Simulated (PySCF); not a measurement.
**Field gradients at the hydrogen positions**

Species: C₄H₄F₄OS.
Cartesian coordinates in Å at the GFN2-xTB level; atoms count from 1:
```
atom  x, y, z in Å
F1    -2.2712    1.7130    0.1299
C2    -2.2897    0.3711    0.1231
F3    -2.3986   -0.0423    1.3936
C4    -0.9773   -0.1653   -0.4962
F5    -1.0721   -1.5164   -0.6020
F6    -0.9173    0.2592   -1.7936
O7     0.0812    0.2337    0.2108
C8     1.3472   -0.1833   -0.2462
C9     2.4741    0.0988    0.6672
S10    2.0681   -1.6488    0.5001
H11   -3.1595    0.0200   -0.4526
H12    1.4680   -0.0879   -1.3211
H13    2.2284    0.5385    1.6238
H14    3.4178    0.4091    0.2409
```

Level: PBE0/pcSseg-1 (PySCF, non-relativistic); Q(2H) = 0.00286 b; rigid geometry, the same for H and D, with no vibrational averaging.

Task: Rank these positions by the coupling χzz of a deuteron there, largest first.
A. H11 (methine hydrogen)
B. H12 (methine hydrogen)
C. H13 (methylene hydrogen)

Result: C (216 kHz), B (203 kHz), A (177 kHz).

Task: What are Vzz, η and χzz (234.96 MHz × Q × Vzz) at all hydrogens?

Result: 
| atom | bonded to | bond length (Å) | Vzz (au) | η | χzz (kHz) |
| --- | --- | --- | --- | --- | --- |
| H11 | C2 | 1.101 | 0.2637 | 0.01 | 177 |
| H12 | C8 | 1.086 | 0.3023 | 0.11 | 203 |
| H13 | C9 | 1.081 | 0.3210 | 0.05 | 216 |
| H14 | C9 | 1.081 | 0.3223 | 0.04 | 217 |

Isolated species at its GFN2-xTB geometry (one conformer only). GFN2-xTB bond lengths can be off by several hundredths of an ångström, more for odd bonds, and the gradients follow them. The basis is small and wasn't made for field gradients, so the couplings can be 20 % off.

The run behind these numbers computed NMR shieldings as well. The run took about 1.6 min of CPU time (with the writing of density and orbital grids) (one thread, shared machine).
